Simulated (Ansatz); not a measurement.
`B[SiH](F)Cl` + `C[S][GeH2][Cl]` → `CS[SiH](F)Cl` + `[BH2][GeH2][Cl]` at 600 K and 1 bar (redistribution).

Computed with Ansatz on PBE0-D4/def2-TZVP structures; ΔE is electronic, products minus reactants. CBS: MP2 limit from def2 TZ/QZ plus the TZ coupled-cluster correction, frozen cores. For Ge outer-core shells are correlated without core-valence functions, which leaves a few kJ/mol of doubt a bond. Scalar relativity is left out up to krypton. One conformer a species, not always the lowest.

| species | CCSD(T)/CBS energy (Eh) | H − E (kJ/mol) | S (J/(mol·K)) |
| --- | --- | --- | --- |
| `B[SiH](F)Cl` | -875.32432 | 137.6 | 395.0 |
| `C[S][GeH2][Cl]` | -2974.78596 | 205.6 | 439.3 |
| `CS[SiH](F)Cl` | -1287.03339 | 199.6 | 450.0 |
| `[BH2][GeH2][Cl]` | -2563.08808 | 143.6 | 385.7 |

H − E and S are ideal-gas, rigid-rotor, harmonic terms from PBE0-D4/def2-TZVP, for one conformer and one mirror image of each species. 1 Eh = 2625.50 kJ/mol, R = 8.31446 J/(mol·K).

**Question.** By hand: ΔE, ΔH, ΔS and ΔG.

**Answer.** ΔE = (-1287.03339) + (-2563.08808) − (-875.32432) − (-2974.78596) = -0.01119 Eh = -29.4 kJ/mol. Δ(H − E) = 199.6 + 143.6 − 137.6 − 205.6 = 0.0, so ΔH = -29.4 kJ/mol. ΔS = 450.0 + 385.7 − 395.0 − 439.3 = 1.4 J/(mol·K). ΔG = -29.4 − 600 × (1.4)/1000 = -30.2 kJ/mol.

**Question.** By hand: the equilibrium constant, and the temperature at which ΔG would vanish if ΔH and ΔS stayed fixed.

**Answer.** log₁₀ K = −ΔG/(RT ln 10) = 2.6. ΔH and −TΔS have one sign here, so there is no such temperature.

The number of gas molecules stays the same, so ΔS is small and ΔH decides. A doubt of 5 kJ/mol in ΔE shifts log₁₀ K by 0.4 here. Other conformers and mirror images would add mixing entropy, several J/(mol·K) or more a flexible species. Modes under 60 cm⁻¹, often nearly free rotors, make the harmonic entropy too high. These are equilibria of isolated gas molecules and say nothing of rates. Largest T1 diagnostic: 0.011 (customary marks: 0.02 for closed shells, 0.045 for open ones).

ΔS is within the doubt of such terms, so its sign, and with it that verdict, could turn.
